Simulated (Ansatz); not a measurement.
The cluster Si2Se, relaxed as a quintet with UKS PBE-D4/def2-TZVP in Ansatz, starting from the PBE-D4/def2-TZVP geometry of the neutral singlet. Force threshold 0.02 eV/Å.

At PBE-D4/def2-TZVP a singlet of charge 0 lies 3.42 eV below the quintet, each at its own geometry. The structure comes from a short search, and lower isomers may exist.

Start:

```xyz
3

Si    0.5261   -1.2637   -0.1026
Si    0.3397    0.8818    0.9957
Se   -0.8658    0.3820   -0.8931
```

```json
{"step": "1", "energy (eV)": "-81083.7179", "largest force component (eV/Å)": "0.889", "SCF passes": "19"}
{"step": "2", "energy (eV)": "-81083.7687", "largest force component (eV/Å)": "0.257", "SCF passes": "22"}
{"step": "3", "energy (eV)": "-81083.7738", "largest force component (eV/Å)": "0.020", "SCF passes": "24"}
{"step": "4", "energy (eV)": "-81083.7739", "largest force component (eV/Å)": "0.013", "SCF passes": "17"}
```

Force components are those of the run's own axes.

End:

```tsv
atom	x (Å)	y (Å)	z (Å)
Si1	0.545	-1.246	-0.066
Si2	0.364	0.845	1.004
Se3	-0.909	0.401	-0.938
```

By distances, no bond broke or formed. The bond that changes most is Si2–Se3, from 2.30 to 2.36 Å (atoms count from 1).

No frequencies were taken in this run, so the end may be a saddle point.

It took 3.1 s on 4 threads of Arm Neoverse V2 on a shared host.
